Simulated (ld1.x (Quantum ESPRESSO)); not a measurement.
technetium: one change to a TM semilocal potential, before and after

| Property | Result |
| --- | --- |
| Element | technetium |
| Generator | ld1.x (Quantum ESPRESSO) 7.5 |
| Type | norm-conserving Troullier–Martins (semilocal form) |
| Functional | PBE |
| Relativity | scalar-relativistic |
| Frozen core | [Kr] |
| Valence charge | 7 |
| Reference configuration | 4d5 5s1 5p1 |
| Partial waves | 5p (bound): rc 3.85 bohr; 4d (bound): rc 2.30 bohr; 5s (bound): rc 2.20 bohr |
| Local potential | the s channel |
| Core correction | none |

All-electron outer shells of the reference configuration (PBE, scalar-relativistic, ld1.x):

| shell | level (eV) | outermost node (bohr) | outermost maximum (bohr) |
| --- | --- | --- | --- |
| 4s | -74.85 | 0.50 | 0.95 |
| 4p | -46.82 | 0.51 | 1.03 |
| 4d | -8.04 | 0.50 | 1.27 |
| 5s | -5.96 | 1.28 | 2.69 |
| 5p | -2.10 | 1.45 | 3.58 |

Change: wave 5s (bound): rc 2.20 bohr becomes 5s (bound): rc 1.46 bohr.

Cutoffs: the cutoffs (Ry, on a coarse ladder) from which the occupation-weighted sum of valence levels, in a spherical-Bessel basis at the reference potential, stays within 10 and 1 mRy of its value at 400 Ry; they do not see the model core or the augmentation charge, which bear on the density cutoff. Errors are all-electron minus pseudo energies relative to the spin-unpolarised reference configuration.

Question: How do hardness, ghosts and transferability respond?

Answer: The potential gets harder (35 Ry and 45 Ry → 80 Ry and 260 Ry); the miss of the reference levels goes from 0.00 to 0.86 eV; the number of tests that count goes from 7 to 3; of the 3 tests that both files solve, the error grows in 3 and shrinks in 0 by more than 15 % and 0.3 meV (median size 62.6 → 126.0 meV); neither file shows a bound ghost at the reference potential, the only one tested. A smaller radius makes the pseudo-wave follow the all-electron one further in, where it bends more sharply, so more plane waves are needed. That the errors move this way runs against the usual rule that smaller radii transfer better. A semilocal file is local in each channel, so a ghost entry of none says nothing of the separable form that plane-wave codes build from it.

| quantity | base | changed |
| --- | --- | --- |
| cutoff, loose | 35 Ry | 80 Ry |
| cutoff, tight | 45 Ry | 260 Ry |
| loose cutoff by channel (10 mRy a level) | p 6 Ry, d 30 Ry, s 10 Ry | p 6 Ry, d 35 Ry, s 80 Ry |
| bound ghosts | none | none |
| largest miss of a reference level, eV | 0.00 | 0.86 |
| tests counted (converged, no solver errors) | 7 of 7 | 3 of 7 |
| error for 4d5 5s0 5p0, meV [ΔE 19.25 eV] | +63 | -126 |
| error for 4d3 5s0 5p0, meV [ΔE 89.99 eV] | +102 | -2481 |
| error for 4d5 5s0 5p2, meV [ΔE 3.96 eV] | +6.6 | -9.8 |
| s: phases at 4.19 bohr within 0.05 rad from the reference energy up to (Ry; the scan ends near 5) | 0.7 | 0.6 |
| p: phases at 4.19 bohr within 0.05 rad from the reference energy up to (Ry; the scan ends near 5) | 1.1 | n/a |
| d: phases at 4.19 bohr within 0.05 rad from the reference energy up to (Ry; the scan ends near 5) | 2.6 | n/a |

Changed file: Tests not counted: 4d5 5s2 5p0 (pseudo-atom not self-consistent, printed error +75 meV); 4d5 5s1 5p0 (pseudo-atom not self-consistent, printed error -98 meV); 4d4 5s2 5p0 (pseudo-atom not self-consistent, printed error -1.2 eV); 4d5 5s1.5 5p0 (pseudo-atom not self-consistent, printed error -15 meV).
